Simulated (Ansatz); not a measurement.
Consider the redistribution: `B[SiH](F)[SiH2]N` + `N[Si](O)(Cl)Cl` → `B[SiH2]F` + `N[SiH2]O[Si](N)(Cl)Cl`.

Computed with Ansatz on PBE0-D4/def2-TZVP structures; ΔE is electronic, products minus reactants. CBS: MP2 limit from def2 TZ/QZ plus the TZ coupled-cluster correction, frozen cores. This one scheme is used for every species. Each species was taken in one conformer, which may not be the lowest.

| level | ΔE (kcal/mol) |
| --- | --- |
| HF/def2-QZVPP | -40.5 |
| HF/CBS(def2) | -40.6 |

What does CCSD(T)/CBS give? (An estimate is asked.)

Computed: -34.0 kcal/mol. The listed levels differ from it by -6.5, -6.6 kcal/mol.

Largest T1 diagnostic among the species: 0.013.

In def2-TZVPP, CCSD(T) changes the Hartree–Fock value by +5.8 kcal/mol (the triples alone add +0.8 kcal/mol) and MP2 by +4.0 kcal/mol. The D4 term adds −1.3 kcal/mol with B3LYP and −0.8 kcal/mol with PBE0; it sums over pairs of atoms, weighted by their polarisabilities, and B3LYP, whose exchange is more repulsive, gets the larger term. From PBE to PBE0 (25 % exact exchange), in def2-TZVPP and without D4, ΔE moves by −2.9 kcal/mol.

B3LYP here is the variant with VWN-RPA as its local correlation; programs differ in this.
